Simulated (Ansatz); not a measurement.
Total energies of Ag4⁺ from Ansatz at r2SCAN-D4/def2-TZVP, gas phase (1 Eh = 27.2114 eV = 2625.5 kJ/mol). The reference geometry is relaxed at PBE0-D4/def2-SVP.

```csv
atom,x (Å),y (Å),z (Å)
Ag1,-0.713,1.117,-0.183
Ag2,1.986,1.127,-0.868
Ag3,-1.987,-1.129,0.862
Ag4,0.715,-1.115,0.189
```

| state | geometry | energy (Eh) |
| --- | --- | --- |
| charge 1 doublet | reference | -588.00564 |
| charge 0 singlet | reference | -588.24429 |
| charge 1 quartet | relaxed at PBE0-D4/def2-SVP | -587.90900 |

In the def2 sets Ag takes a core potential; there is no spin–orbit coupling.

Work out the vertical electron affinity, to the singlet.

E(charge 1 doublet) − E(charge 0 singlet) = -588.00564 − (-588.24429) = 0.23865 Eh = 6.49 eV.

Which of the charge 1 states is lowest, and how far above it are the others?

The doublet. quartet: -587.90900 − (-588.00564) = 0.09664 Eh = 253.7 kJ/mol. The quartet differs in its bonds from the reference.

The structure comes from a short search, and lower isomers may exist.
